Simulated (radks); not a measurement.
Spherical jellium clusters: N electrons in a uniform positive sphere of charge N and radius rs N^(1/3), rs = 2.45 bohr. Method: non-relativistic Kohn-Sham, LDA (Slater exchange, Perdew-Wang correlation), spin-polarised, spherical densities; computed with a radial shooting solver with Libxc functionals. Levels are named by radial order and angular momentum (1s, 1p, 1d, 2s, ...), and open shells are averaged over m.

N = 19, configuration 1s2 1p6 1d10 2s(up 1, down 0). This is the lowest configuration that the search found. Occupied and some empty levels:

level    occupation  eigenvalue (eV)  <r> (bohr)
1s up             1          -9.4167       3.894
1s down           1          -9.1777       4.030
1p up             3          -7.1042       4.893
1p down           3          -7.0088       4.919
1d up             5          -4.5116       5.676
1d down           5          -4.4401       5.672
2s up             1          -4.0016       5.188
2s down           0          -3.6418       5.312
1f up             0          -1.7637       6.577
1f down           0          -1.6888       6.576
2p up             0          -1.4262       7.353
2p down           0          -1.2947       7.564

Energy (eV): total -21.7591, kinetic 76.721, external -1742.2, Hartree 844.46, exchange-correlation -102.32, background 901.55.
